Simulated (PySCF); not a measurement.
# State search for AgF

Unrestricted PBE0; PySCF, scalar-relativistic core potentials, basis sets Ag def2-TZVPP with ECP28, F def2-TZVPP. Outer shells of the fragments: Ag 4d10 5s1; F 2s2 2p5.

Followed along the bond (rough minima from three points):

```
2Ms+1  unpaired  ⟨S²⟩ at the start  R at minimum (Å)  Te (eV)
    1      none               0.00              1.99     0.00
    3      σ ↑↑               2.00              1.99     2.64
```

Solutions found at the starting distance of 1.950 Å, counted from the lowest of them; the search is not exhaustive and high or unbound solutions are not listed, so other states can lie among these:

| 2Ms+1 | unpaired | term | E (eV) | ⟨S²⟩ | ⟨Lz²⟩ | μ (D) |
| --- | --- | --- | --- | --- | --- | --- |
| 1 | none | ¹Σ⁺ | 0.00 | 0.00 | 0.00 | -5.59 |
| 3 | σ ↑↑ | ³Σ⁺ | 2.64 | 2.00 | 0.00 | -1.43 |
| 3 | σ ↑, π ↑ | ³Π | 3.23 | 2.01 | 1.01 | -0.73 |
| 1 | σ ↑, π ↓ | mixed | 3.36 | 1.01 | 1.01 | -0.56 |
| 3 | σ ↑, δ ↑ | ³Δ | 4.77 | 2.00 | 4.01 | -3.41 |
| 1 | σ ↑, δ ↓ | mixed | 4.92 | 1.01 | 4.00 | -3.23 |
| 3 | σ ↑, π ↑ | ³Π | 6.40 | 2.01 | 1.02 | -2.31 |

A term symbol is given only where ⟨S²⟩ and ⟨Lz²⟩ are close to those of a pure state; real π, δ and φ orbitals otherwise mix terms. A positive dipole means Ag(−)F(+).

Spin–orbit coupling is left out. Counting both spins, an empty level lies below a filled one in some of these solutions, because spin and occupation are held.
